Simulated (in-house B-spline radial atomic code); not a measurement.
A fraction x of an electron is removed from 4d in Ag+, starting from [Kr] 4d10 and keeping the highest spin. Level of theory: scalar-relativistic (X2C) B97-1, spin-polarised, spherical fractional occupations, Fermi nucleus of rms radius 4.5454 fm; calculated with an all-electron radial atomic-structure program (B-spline basis).

Caution: exact exchange at fractional occupations of open shells leaves self-interaction of up to several eV.

```
   x  E(x) - E(0) (eV)  4d down level (eV)
   0            0.0000             -17.093
0.05            0.8691             -17.673
0.17            3.0743             -19.084
 0.3            5.6561             -20.640
0.47            9.3408             -22.717
 0.5           10.0279             -23.088
0.54           10.9613             -23.585
0.68           14.3860             -25.343
0.77           16.7184             -26.489
0.89           19.9896             -28.035
   1           23.1522             -29.469
```

The exact functional would give a straight line between the two integer points. Deviations E(x) - E(0) - x[E(1) - E(0)], in eV: -0.289 at x = 0.05, -0.862 at x = 0.17, -1.29 at x = 0.3, -1.541 at x = 0.47, -1.548 at x = 0.5, -1.541 at x = 0.54, -1.357 at x = 0.68, -1.109 at x = 0.77, -0.616 at x = 0.89.

The curve lies below the straight line by up to 1.548 eV (at x = 0.5): convex, the delocalisation error, to which spherically averaged exact exchange adds.

**Question.** How well does Slater's transition state (minus the level at half occupation) give the ionisation energy?

**Answer.** It gives 23.088 eV against 23.152 eV from the two total energies; NIST lists 21.48 eV, ground level to ground level. The end point has an open shell averaged over its orbitals, so its exact exchange keeps a self-interaction and this is no true integer point.
